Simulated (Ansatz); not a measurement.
`[CH3][GeH]([CH3])[Br]` + BH₃ → `[BH2][GeH]([CH3])[CH3]` + HBr  (formal exchange of groups at a Ge–Br bond)

Computed with Ansatz on PBE0-D4/def2-TZVP structures; ΔE is electronic, products minus reactants. CBS: MP2 limit from def2 TZ/QZ plus the TZ coupled-cluster correction, frozen cores. This one scheme is used for every species. Functionals use def2-TZVPP. B3LYP here is the variant with VWN-RPA as its local correlation; programs differ in this. For Br, Ge outer-core shells are correlated without core-valence functions, which leaves a few kJ/mol of doubt a bond. Scalar relativity is left out up to krypton.

```csv
level,ΔE (kcal/mol),difference from CCSD(T)/CBS
r2SCAN-D4,26.2,0.1
PBE0-D4,25.7,-0.4
B3LYP-D4,27.0,0.9
ωB97M-V,27.2,1.1
B2PLYP,27.3,1.2
r2SCAN,26.2,0.1
HF/def2-TZVPP,32.0,5.9
MP2/def2-TZVPP,28.2,2.1
MP2/def2-QZVPP,28.4,2.3
MP2/CBS(def2),28.5,2.4
CCSD(T)/CBS,26.1,0
```

Largest T1 diagnostic among the species: 0.010.

From PBE to PBE0 (25 % exact exchange), in def2-TZVPP and without D4, ΔE moves by +1.8 kcal/mol. In def2-TZVPP, CCSD(T) changes the Hartree–Fock value by −6.2 kcal/mol (the triples alone add −0.3 kcal/mol) and MP2 by −3.8 kcal/mol.
